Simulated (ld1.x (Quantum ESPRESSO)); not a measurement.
**What one change does to a pseudopotential (Re, TM semilocal)**

Re (Z = 75), norm-conserving Troullier–Martins (semilocal form), made with ld1.x (Quantum ESPRESSO) 7.5 (PBEsol, scalar-relativistic). Core [Xe] 4f14, reference 5d5.5 6s1.5 6p0. Waves: 6p (bound, empty): rc 3.65 bohr; 5d (bound): rc 2.15 bohr; 6s (bound): rc 2.45 bohr. Local part: the s channel. Core correction: none.

Change: core [Kr] 4d10 4f14, valence charge 15; reference 5s2 5p6 5d5.5 6s1.5 6p0; waves now 5s (bound): rc 1.25 bohr; 5d (bound): rc 1.85 bohr; 5p (bound): rc 1.45 bohr; local potential the p channel; core correction Bessel-smoothed model core, default radius (core density twice the valence density) (6s counted twice).

Cutoffs: the cutoffs (Ry, on a coarse ladder) from which the occupation-weighted sum of valence levels, in a spherical-Bessel basis at the reference potential, stays within 10 and 1 mRy of its value at 400 Ry; they do not see the model core or the augmentation charge, which bear on the density cutoff. Errors are all-electron minus pseudo energies relative to the spin-unpolarised reference configuration.

Task: What does the change do?

Result: The potential gets harder (35 Ry and 40 Ry → 100 Ry and 180 Ry); the miss of the reference levels goes from 0.00 to 0.25 eV; neither file shows a bound ghost. The added semicore shells are compact, so their waves need more plane waves. In the semilocal form every listed channel keeps its own potential, so the choice of the local channel does not act on these tests. It acts once the file is put into the separable form. A semilocal file is local in each channel, so a ghost entry of none says nothing of the separable form that plane-wave codes build from it. In the changed file ld1.x takes every shell without a wave as core, so the model core holds the 6s electrons as well and exchange and correlation see them twice. This cancels in the reference configuration, but the file is broken for other ones, and its errors say nothing about a proper core correction. Several settings change at once here, so the effects cannot be laid on one of them.

```tsv
quantity	base	changed
cutoff, loose	35 Ry	100 Ry
cutoff, tight	40 Ry	180 Ry
bound ghosts	none	none
largest miss of a reference level, eV	0.00	0.25
largest error over its own tests, meV	-38	-1003
```
